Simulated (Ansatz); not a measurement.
Calculation: Ansatz (a quantum-chemistry and plane-wave program) with frozen-core CCSD(T)/cc-pVQZ // B3LYP-D3(BJ)/def2-TZVP.

Ansatz 0.2 input:
```yaml
crystal:
  periodic: [false, false, false]
  atoms:
    - { symbol: O, position_ang: [1.673627, -0.745329, -0.946131] }
    - { symbol: C, position_ang: [1.123154, -0.000899, -0.170735] }
    - { symbol: Si, position_ang: [-0.782518, -0.008611, 0.131655] }
    - { symbol: H, position_ang: [1.73525, 0.733467, 0.407071] }
    - { symbol: H, position_ang: [-1.016781, -0.289012, 1.568368] }
    - { symbol: H, position_ang: [-1.415201, -1.031849, -0.723542] }
    - { symbol: H, position_ang: [-1.300915, 1.345599, -0.176512] }
basis:
  gaussian: { orbitals: cc-pVQZ }
correlation:
  method: ccsd_t
```

Output:

```
Functional definition: HF
1702 factors; integrals over basis functions are off by at most 1.0e-3 eV
mean field evaluation 1: about -10991.3701 eV, gradient 3.3e1 eV
mean field evaluation 2: about -10991.3721 eV, gradient 3.3e1 eV
mean field evaluation 4: about -10994.1030 eV, gradient 3.4e0 eV
mean field evaluation 8: about -10994.1729 eV, gradient 2.0e-1 eV
mean field evaluation 16: about -10994.1654 eV, gradient 8.8e-1 eV
mean field -10994.17314278 eV, -404.0284108790 hartree, gradient 1.8e-6 eV, S^2 0.000000; 0 other end points of the search recorded, 0 dependent functions left out
7 core orbitals not correlated
reference -10994.17314278 eV, -404.0284108790 hartree; 9, 9 occupied and 273, 273 virtual orbitals, 1702 factors
second order -15.03779125 eV of doubles, -0.00000000 eV of singles
cycle   1  -15.11158884 eV  change   -7.4e-2 eV  update   9.9e-2
cycle   2  -15.57013865 eV  change   -4.6e-1 eV  update   3.4e-2
cycle   3  -15.69701218 eV  change   -1.3e-1 eV  update   1.8e-2
cycle   4  -15.68264145 eV  change    1.4e-2 eV  update   4.4e-3
cycle   5  -15.68256229 eV  change    7.9e-5 eV  update   2.1e-3
cycle   6  -15.68350412 eV  change   -9.4e-4 eV  update   6.3e-4
cycle   7  -15.68325461 eV  change    2.5e-4 eV  update   2.7e-4
cycle   8  -15.68316590 eV  change    8.9e-5 eV  update   8.9e-5
cycle   9  -15.68319747 eV  change   -3.2e-5 eV  update   4.1e-5
cycle  10  -15.68319889 eV  change   -1.4e-6 eV  update   1.4e-5
perturbative correction -0.66451026 eV, -0.0244203018 hartree
Total energy: -11010.52085193 eV, -404.6291781095 hartree
```

Cost: roughly 28 core-minutes.
